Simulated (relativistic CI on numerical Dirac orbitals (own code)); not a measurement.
## d1 to d9 in one octahedral field

Computed with a parametric ligand-field model without spin-orbit coupling, by exact diagonalisation: B = 440, C = 2060, 10Dq = 34400 cm⁻¹ (Oh; |10Dq|/B = 78.2) for every shell. Energies in cm⁻¹; the field energy is (0.6 n_e − 0.4 n_t2) × 10Dq of the ground term; g labels are left out. So small a B with so large a field is typical of 4d and 5d ions, where spin-orbit coupling, left out here, reaches 1,000 to 4,000 cm⁻¹.

| Shell | Ground term | Electrons in e | Field energy | First spin-allowed bands | Lowest term of other spin |
| --- | --- | --- | --- | --- | --- |
| d1 | 2T2 | 0.000 | -13760 | 2E 34400 |  |
| d2 | 3T1 | 0.005 | -27359 | 3T2 33261, 3T1 38722 | 1T2 6873 |
| d3 | 4A2 | 0.000 | -41280 | 4T2 34400, 4T1 39453 | 2E 9779 |
| d4 | 3T1 | 0.008 | -54750 | 3E 32313, 3T1 32836 | 1T2 6176 |
| d5 | 2T2 | 0.016 | -68233 | 2A2 31613, 2T1 31766 | 4T1 24528 |
| d6 | 1A1 | 0.014 | -82092 | 1T1 32762, 1T2 39291 | 3T1 28487 |
| d7 | 2E | 1.008 | -61629 | 2T1 32660, 2T2 33219 | 4T1 24565 |
| d8 | 3A2 | 2.000 | -41280 | 3T2 34400, 3T1 39453 | 1E 7606 |
| d9 | 2E | 3.000 | -20640 | 2T2 34400 |  |

Low spin: d4, d5, d6, d7; the other shells keep the spin of the free ion. Only d4 to d7 can choose; the field needed to pair spins is smallest for d6 and largest for d5, which loses most exchange energy. In the strong-field picture 10Dq must exceed about 6B + 5C = 12940 (d4), 7.5B + 5C = 13600 (d5), 2.5B + 4C = 9340 (d6) and 4B + 4C = 10000 (d7); mixing of terms shifts these bounds somewhat.
